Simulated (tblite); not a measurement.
Compound: C3H12N2Si2.
Cartesian coordinates in Å at the GFN2-xTB level; atoms count from 1:
```
atom  x, y, z in Å
C1    -2.1290   -1.8034    0.1833
C2    -2.0471   -0.5018   -0.0360
C3    -1.5110    0.4899    0.9288
Si4    0.2526    1.0601    0.4303
N5     0.3598    1.9546   -1.0395
N6     1.1929   -0.3766    0.2412
Si7    2.7943   -0.5506   -0.3822
H8    -2.4972   -2.4896   -0.5608
H9    -1.8420   -2.2366    1.1287
H10   -2.3495   -0.1005   -0.9960
H11   -2.1566    1.3676    0.9559
H12   -1.4923    0.0641    1.9309
H13    0.7947    1.9394    1.4713
H14   -0.1826    2.7937   -1.1577
H15    0.4325    1.4564   -1.9108
H16    0.7010   -1.2337    0.4334
H17    3.5652    0.6090    0.0546
H18    2.7958   -0.6252   -1.8511
H19    3.3089   -1.8078    0.1683
```

Computed with GFN2-xTB (tblite): harmonic, unscaled wavenumbers at the GFN2-xTB geometry, gas phase. This tight-binding method is rough: wavenumbers can miss measured ones by several per cent, in bad cases by 10 to 20. Modes of hydrogen on silicon can be 10 to 20 % off. One conformer, not necessarily the lowest.

Harmonic wavenumbers (cm⁻¹): 35.5, 42.0, 61.3, 67.0, 106.5, 124.9, 163.2, 186.2, 230.3, 288.7, 325.4, 408.9, 430.5, 558.5, 571.2, 595.5, 632.8, 671.6, 711.5, 752.7, 756.5, 771.4, 802.2, 807.5, 838.5, 876.0, 904.9, 959.5, 1000.7, 1022.9, 1058.1, 1186.9, 1208.8, 1213.1, 1301.0, 1417.3, 1479.7, 1510.4, 1706.0, 2178.3, 2221.3, 2227.9, 2284.1, 2982.6, 3001.7, 3038.6, 3088.3, 3115.2, 3478.5, 3483.3, 3521.9.

A = 2343, B = 1071, C = 845.2 MHz; mass 132.054 u (most abundant isotopes); point group C1, symmetry number 1.

Question: Zero-point energy?

Answer: Half the sum of the wavenumbers: 31204 cm⁻¹ = 373.28 kJ/mol.

Question: Give the ideal-gas entropy at 350 K and 1 bar in the rigid-rotor, harmonic-oscillator model (classical rotation).

Answer: Translation 173.09, rotation 125.04, vibration 200.40: S = 498.5 J/(mol K).

Question: And Cp and H(350 K) − H(0)?

Answer: Cp = 209.69 J/(mol K), of which vibrations give 176.43 (their classical limit is 51 R = 424.0); H(350 K) − H(0) = 45.42 kJ/mol without the zero-point energy, 33.78 from vibrations.

Question: How do the functions run with temperature in this model?

Answer: 
```
 T (K)  S (J/(mol K))  Cp (J/(mol K))  H − H(0) (kJ/mol)  G − H(0) (kJ/mol)  ln q(vib)
   150          363.5           119.9              12.28             -42.25       5.41
   250          435.5           166.2              26.56             -82.31       9.09
298.15          466.7           188.1              35.10            -104.04      10.75
   400          527.8           228.4              56.38            -154.73      14.13
   600          632.0           285.4             108.18            -271.02      20.32
   900          758.8           339.2             202.53            -480.38      28.56
```

q(vib) and H(0) count from the zero-point level.

Question: Which modes carry the vibrational entropy at 350 K?

Answer: 35.5 cm⁻¹: 24.32; 42.0 cm⁻¹: 22.93; 61.3 cm⁻¹: 19.80; 67.0 cm⁻¹: 19.06; 106.5 cm⁻¹: 15.25; 124.9 cm⁻¹: 13.95 J/(mol K); the other 45 give 85.09 together.

Hindered rotation and anharmonicity are outside this model. Other conformers, if any are populated, would add a mixing term that is left out. The structure is chiral; the term R ln 2 for an equal mix with its mirror image is left out.

Hardware: Arm Neoverse N1, one thread, on a shared host. Cost: 1.3 s of wall time. The figure is for the frequency step alone.
